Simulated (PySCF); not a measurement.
PySCF 2.14 output of a UHF calculation on a single atom or ion in 6-31G* (5s4p2d1f, 34 functions), with the non-relativistic Hamiltonian (point nucleus):

```
SCF conv_tol = 1e-09
number electrons alpha = 15  beta = 14
cycle= 1 E= -1777.20913057064  delta_E= -2.22e-10  |g|= 1.49e-05  |ddm|= 4.66e-05
converged SCF energy = -1777.20913057064  <S^2> = 0.75015235  2S+1 = 2.0001523
```

The run itself started from symmetry-adapted Hartree-Fock orbitals and held the occupation by maximum overlap, so the iterations belong to that start.

Task: Which element, charge and spin multiplicity is this?

Result: Zn⁺ (zinc, charge +1), multiplicity 2; the state was [Ar] 3d10 4s1, 2S determinant.
